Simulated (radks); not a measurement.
Results of a calculation; reference values are marked as such.
Neutral technetium, configuration [Kr] 4d5 5s2.

Code: a radial shooting solver on a logarithmic mesh with Libxc functionals. Model: non-relativistic Kohn-Sham, PBE, spin-unpolarised, spherical densities, point nucleus; relativity is left out, which matters for an element this heavy.

Energy parts (eV):
total: -114458.039
kinetic: 114405.225
electron-nucleus: -272387.252
Hartree: 46945.943
exchange-correlation: -3421.957

Orbitals (lengths in bohr, moments of r in powers of bohr; <r^-3> diverges for s and p1/2; r(max) is where P^2 peaks):
orbital  occ.  eigenvalue (eV)     <r^2>  <r^-3>   r(max)
1s          2        -20319.40  0.001681       -  0.02345
2s          2        -2848.377   0.02813       -   0.1309
2p          6        -2629.841   0.02139    2488   0.1029
3s          2        -494.5482    0.2090       -   0.3835
3p          6        -409.6707    0.2065   415.1   0.3706
3d         10        -253.8689    0.1902   62.19   0.3116
4s          2         -69.4359     1.336       -   0.9742
4p          6         -44.6620     1.605   62.01    1.033
4d          5          -7.2047     3.529   4.905    1.258
5s          2          -4.7889     13.34       -    2.827

The highest occupied level is 5s at -4.789 eV. The density falls to 0.001 e/bohr^3 at r = 4.80 bohr. Virial ratio -V/T = 2.00046. The electron density at the nucleus is 5.554e+04 e/bohr^3. Summed over all electrons, <r^2> = 60.38 bohr^2, which gives a Langevin (diamagnetic) susceptibility term of -47.8 x 10^-6 cm^3/mol.
